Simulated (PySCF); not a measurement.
**Distorted geometries of [Nd(H2O)4]3+**

[Nd(H2O)4]3+ (singlet in the valence; each metal's 4f electrons, 3 of them, lie in its core potential, out of spins and levels). PySCF 2.14.0, RKS r2SCAN, Nd lcecp-1-SVP with ECP49, O def2-SVP, H def2-SVP; non-relativistic Hamiltonian with scalar-relativistic core potentials where named; density fitting; no spin-orbit coupling. Relaxed geometry:

```xyz
13

Nd    0.0000    0.0000    0.0000
O     1.4291    1.3007    1.3653
H     1.3740    1.4616    2.3364
H     2.2317    1.8084    1.1006
O    -1.4292   -1.3653    1.3007
H    -2.2315   -1.1005    1.8086
H    -1.3740   -2.3365    1.4616
O     1.4291   -1.3007   -1.3653
H     2.2317   -1.8084   -1.1006
H     1.3740   -1.4616   -2.3364
O    -1.4292    1.3653   -1.3007
H    -1.3740    2.3365   -1.4616
H    -2.2315    1.1005   -1.8086
```

Q: Order these distorted geometries by energy above the relaxed one, lowest first.
A.
```xyz
13

Nd   -0.0293    0.1712    0.0428
O     1.3449    1.3100    1.4385
H     1.2894    1.5309    2.4615
H     2.1735    1.5173    1.1924
O    -1.4316   -1.4232    1.2139
H    -2.0010   -1.0741    1.6925
H    -1.3475   -2.4196    1.6568
O     1.5566   -1.1012   -1.3978
H     2.0827   -1.8696   -1.1396
H     1.4168   -1.5654   -2.3848
O    -1.5409    1.4427   -1.2300
H    -1.3257    2.3769   -1.6620
H    -2.1880    1.1041   -1.8842
```
B.
```xyz
13

Nd    0.2303   -0.1753    0.2524
O     1.4263    1.3282    1.3428
H     1.2875    1.5283    2.4644
H     2.3784    1.8734    1.1733
O    -1.5675   -1.3504    1.3384
H    -2.0950   -1.1193    1.8002
H    -1.1678   -2.5017    1.3638
O     1.2698   -1.4260   -1.2153
H     2.5001   -1.5795   -0.9554
H     1.1847   -1.3435   -2.3913
O    -1.5146    1.4920   -1.6037
H    -1.5044    2.0462   -1.7717
H    -2.4276    1.2278   -1.7978
```
C.
```xyz
13

Nd    0.0232    0.0051    0.0207
O     1.4085    1.3173    1.4115
H     1.5074    1.4979    2.3822
H     2.2316    1.8675    1.0635
O    -1.4502   -1.4064    1.3657
H    -2.3618   -1.0299    1.8818
H    -1.3652   -2.2828    1.4005
O     1.3796   -1.3609   -1.4626
H     2.2889   -1.7628   -1.1350
H     1.3691   -1.4779   -2.2745
O    -1.4127    1.2471   -1.3103
H    -1.3734    2.2653   -1.4704
H    -2.2450    1.1207   -1.8730
```

A: C (2.00 eV), A (2.39 eV), B (18.92 eV).

Q: Which forces (eV/Å) act in the one that lies 2.39 eV up?

A: 
```
Nd  -0.28 -1.29 -0.88
O   -5.41 -0.93  4.22
H    0.21 -0.30 -2.18
H    5.92  1.73 -1.46
O   10.01 -8.16 -6.02
H   -9.73  5.60  7.75
H   -0.17  2.98 -1.70
O   -1.61 -1.78 -3.29
H    1.00 -0.29  1.24
H    0.01  2.33  2.54
O    1.13  2.13 -1.52
H   -0.62 -1.85  1.23
H   -0.48 -0.18  0.07
```
Forces carry noise of the integration grid, about 0.01 to 0.03 eV/Å.

No frequency check is given that shows the relaxed geometry to be a minimum. An lcecp potential fixes the number of 4f electrons, so in runs with it no electron can move into or out of that shell.
